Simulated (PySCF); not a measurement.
# Reading the logs of faulty runs: AlC2GeH7

All numbers below are calculated, not measured. The program is PySCF 2.14.0, an open-source quantum chemistry code, run on an isolated molecule that a program drew, which may never have been made. The molecule is AlC2GeH7 (charge 0, singlet), drawn as the SMILES string `[CH3][Ge][CH2][AlH2]`.

Each row is a Hartree-Fock (HF) and frozen-core CCSD(T) single point in the cc-pV(D+d)Z basis, meant for a local HF minimum. Run 1 is clean. Each other run has one planted mistake out of seven kinds, and not every kind appears here: one electron removed, one electron added, multiplicity raised by two, geometry at a saddle point, minimal basis STO-3G, one bond length entered in bohr, all coordinates scaled. The reference is restricted for singlets and unrestricted otherwise, and also for a bond in bohr. Adding or removing an electron swaps singlet and doublet. Electrons count all cores. HOMO and LUMO are orbital energies over both spins, the gradient is its largest component, and the lowest frequency (negative if imaginary) is given only where the gradient is small. Bond lengths are over the 10 bonds as drawn. T1 is the CCSD diagnostic: over 0.02 (restricted) or 0.045 (unrestricted) a single reference is doubtful. Germanium has the cc-pVDZ-PP basis, with a core potential (ECP10MDF) in place of its 10 inner electrons, and its 3s, 3p and 3d shells are frozen in CCSD(T).

Geometry of the clean run:
```xyz
11
AlC2GeH7, angstrom
C     1.1818   -1.3372   -1.3925
Ge    1.2409    0.5859   -0.8202
C     1.6630    0.2909    1.1035
Al    0.1774   -0.0244    2.3478
H     0.6153   -1.9650   -0.6972
H     2.2127   -1.7147   -1.4047
H     0.7701   -1.4521   -2.3976
H     2.1981    1.1746    1.4720
H     2.3084   -0.5955    1.1899
H    -0.4803   -1.4614    2.4495
H    -0.3788    1.1460    3.2562
```

| run | electrons | basis functions | <S^2> | HOMO (eV) | LUMO (eV) | gradient (hartree/bohr) | lowest frequency (cm^-1) | mean bond (Å) | longest bond (Å) | T1 | HF (hartree) | CCSD(T) (hartree) | mistake |
|---|---|---|---|---|---|---|---|---|---|---|---|---|---|
| 1 | 64 | 109 | 0.000 | -8.25 | 0.71 | 6.4e-06 | 61 | 1.4610 | 2.007 | 0.0126 | -615.07556 | -615.58765 | no fault |
| 2 | 65 | 109 | 0.766 | -0.56 | 5.24 | 3.7e-02 | - | 1.4610 | 2.007 | 0.0361 | -615.06981 | -615.59772 | one electron added |
| 3 | 64 | 109 | 0.000 | -8.11 | 0.85 | 3.7e-02 | - | 1.3952 | 1.917 | 0.0120 | -615.05617 | -615.56252 | all coordinates scaled |
| 4 | 64 | 109 | 1.186 | -7.85 | 0.53 | 2.6e-02 | - | 1.6357 | 3.710 | 0.0416 | -614.97673 | -615.45962 | ? |

**Which mistake was planted in run 4, and what did it cost?**

The mean bond changes by a factor of 1.120 and the longest by 1.849, so the molecule wasn't scaled as a whole. A length L in bohr read as angstrom grows by (1/0.5292 - 1) L = 0.890 L. The 10 bonds together grew by 10 x 0.1747 = 1.747 Å, which gives L = 1.964 Å. That is bond C3-Al4, 1.963 Å in the clean geometry. So the mistake is: one bond length entered in bohr. Subtracting run 1 and multiplying by 627.51 kcal/mol a hartree, the energy moved by 62.0 kcal/mol in HF and 80.3 kcal/mol in CCSD(T).

